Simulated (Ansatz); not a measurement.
Species, as SMILES: C(=O)=[N], doublet.
Atoms: N1, C2, O3. Bonds: N1-C2, C2-O3.

Basis-set convergence of the optimised N1-C2 bond length at MP2 with Ansatz (a quantum-chemistry and plane-wave program). The reference of a correlated method is not its basis-set limit, which lies further on. All functions are spherical. Cores are frozen. Open shells are unrestricted. No added dispersion term, no relativity. Reference: the value in def2-QZVPP, 1.2443 Å, itself unsure by roughly 0.0003 Å (its distance from cc-pVQZ). Deviations are taken from unrounded values.

```csv
basis,functions,optimised N1-C2 bond length (Å),minus reference (Å)
cc-pVDZ,42,1.2588,0.0144
def2-SVP,42,1.2480,0.0037
6-311+G**,66,1.2496,0.0052
aug-cc-pVDZ,69,1.2626,0.0183
pcseg-2,90,1.2450,0.0007
def2-TZVPP,93,1.2463,0.0019
def2-TZVPPD,114,1.2468,0.0024
cc-pCVTZ,129,1.2457,0.0014
aug-cc-pVTZ,138,1.2479,0.0036
```
